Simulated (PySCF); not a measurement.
Calculated properties of `[BH3-]B(Cl)Cl`

Compound: B2Cl2H3 (charge -1).
Z-matrix (Å and degrees, PBE0-D3(BJ)/def2-SVP geometry), rows numbered from 1:
```
B 
B   1  1.6743
Cl  2  1.8203  1  126.98
Cl  2  1.8225  1  123.68  3   178.89
H   1  1.2380  2  113.89  3     3.68
H   1  1.2477  2  105.66  3  -118.28
H   1  1.2450  2  107.95  3   128.29
```

Some functional groups and rings: three-coordinate boron.

PBE0-D3(BJ)/def2-SVP geometry optimisation, gas phase (PySCF):

```yaml
Rotational_constants_A_B_C: 5.144, 3.186, 1.998 GHz
```

PBE0/pcSseg-1 ground state and GIAO shieldings, non-relativistic (PySCF):

```yaml
HOMO_energy: -2.53 eV
LUMO_energy: 3.79 eV
HOMO–LUMO_gap: 6.32 eV
Lowest_Hirshfeld_atomic_charge: -0.28 e on B1
Highest_Hirshfeld_atomic_charge: +0.08 e on B2
1H_chemical_shifts_computed_TMS_as_zero_by_class: 0.51 (H5/H6/H7) ppm
Isotropic_shieldings_of_nuclei_other_than_C_and_H_by_class: 8 (B2), 142 (B1), 655 (Cl3/Cl4) ppm
Mayer_bond_orders_between_heavy_atoms: B1–B2 1.05, B2–Cl3 0.97, B2–Cl4 0.96
```

Monoisotopic mass of the ion (most abundant isotopes, electron mass counted): 94.9803 u.

The rotational constants make it an asymmetric top with κ = (2B − A − C)/(A − C) = -0.25, nearer the prolate limit (−1). With B = h/(8π²I), that is 505.379 GHz u Å² over I, the principal moments of inertia are 98.3, 158.6 and 252.9 u Å² (most abundant isotopes); the inertial defect Ic − Ia − Ib is -4.0 u Å² (zero for a rigid planar frame, negative otherwise).

 The geometry's basis has no diffuse functions, a weakness for an anion. NMR classes are plain means over equivalent atoms (diastereotopic ones count apart unless rotation or inversion swaps them), as if these changed places fast; in this geometry the members of some classes differ. No diffuse functions stand in pcSseg-1, which bears on an anion's orbital energies.

For the geometry optimisation (PBE0-D3(BJ)/def2-SVP), hardware: an x86-64 server with one thread, on a shared host. Cost: 9.0 s of wall time.
